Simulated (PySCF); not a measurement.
Breaking a bond: H2 (cation, charge +1), doublet.

Computed with PySCF 2.14.0 with CCSD(T) on UHF/cc-pVQZ.

Task: Relative to R = 1.05 Å, what are the energies at R = 1.18, 2.72, 3.27, 4.41 Å?

Result: 6.0 kJ/mol at 1.18 Å, 213.5 kJ/mol at 2.72 Å, 244.3 kJ/mol at 3.27 Å, 265.0 kJ/mol at 4.41 Å.
